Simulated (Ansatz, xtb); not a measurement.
# AlClFH3Si: which of two isomers lies lower

Structure a is `[F][AlH][SiH2]Cl`, a singlet and structure b is `F[SiH2][AlH][Cl]`, a singlet. Both are isolated molecules in the gas phase, relaxed with B3LYP-D3(BJ)/def2-SVP; the shapes shown needn't be the lowest conformers.

a (Å):

```tsv
atom	x (Å)	y (Å)	z (Å)
Al	-1.9499	-0.3121	1.3599
Cl	1.5831	0.0716	0.3149
F	-1.8247	-1.8565	0.7388
Si	0.0230	1.1400	1.2145
H	-3.3474	0.0713	1.9896
H	-0.2351	2.3661	0.4007
H	0.4857	1.6025	2.5577
```

b (Å):

```
atom    x (Å)    y (Å)    z (Å)
  Al  -1.5886   0.7647   0.2791
  Cl  -1.7522   2.6139  -0.7426
   F   0.5739  -1.2363   1.8836
  Si   0.6471   0.2201   1.1314
   H   1.6661   0.1246   0.0424
   H  -2.8987  -0.1063   0.4106
   H   1.1415   1.2247   2.1213
```

Quicker runs give these differences E(b) − E(a): GFN2-xTB −0.2 kcal/mol; HF/STO-3G −1.8 kcal/mol (at GFN2-xTB geometries); r2SCAN-D4/def2-SVP +1.4 kcal/mol (at GFN2-xTB geometries).

Q: Estimate E(b) − E(a) at the level CCSD(T)/def2-TZVP.

A: Calculated at CCSD(T)/def2-TZVP: E(b) − E(a) = −2.3 kcal/mol, so structure b lies lower.

The same difference at several levels:

| level | geometry | E(b) − E(a) (kcal/mol) | departure from the last row (kcal/mol) | job, with rough time for the two |
| --- | --- | --- | --- | --- |
| GFN2-xTB | GFN2-xTB | −0.2 | +2.1 | optimisation, 0.4 s |
| HF/STO-3G | GFN2-xTB | −1.8 | +0.5 | single point, 0.26 s |
| r2SCAN-D4/def2-SVP | GFN2-xTB | +1.4 | +3.7 | single point, 3.2 s |
| B3LYP-D3(BJ)/def2-SVP | B3LYP-D3(BJ)/def2-SVP | −1.3 | +1.1 | optimisation, 51 s |
| HF/def2-TZVP | B3LYP-D3(BJ)/def2-SVP | −4.6 | −2.3 | part of the CCSD(T) run |
| MP2/def2-TZVP | B3LYP-D3(BJ)/def2-SVP | −1.9 | +0.4 | part of the CCSD(T) run |
| CCSD(T)/def2-TZVP | B3LYP-D3(BJ)/def2-SVP | −2.3 |  | single point, 54 s |

As drawn, b has 1 F–Si, 1 Al–Cl in place of 1 Al–F, 1 Cl–Si.

r2SCAN-D4/def2-SVP puts the two in the other order. GFN2-xTB finds them nearly level. The largest departure from CCSD(T)/def2-TZVP is that of r2SCAN-D4/def2-SVP, 3.7 kcal/mol.

With harmonic frequencies from B3LYP-D3(BJ)/def2-SVP (ideal gas, rigid rotor, one conformer each, 298.15 K, 1 atm): on the last row, ΔE + ΔZPE = −2.2 kcal/mol. A mode under 50 cm⁻¹ makes harmonic enthalpies and free energies unreliable, so none is given.

The correlated steps freeze 16 core orbitals. Programs: Ansatz 0.2.0, xtb 6.7.1; the last row on 2 threads of Arm Neoverse V2 on a shared host.
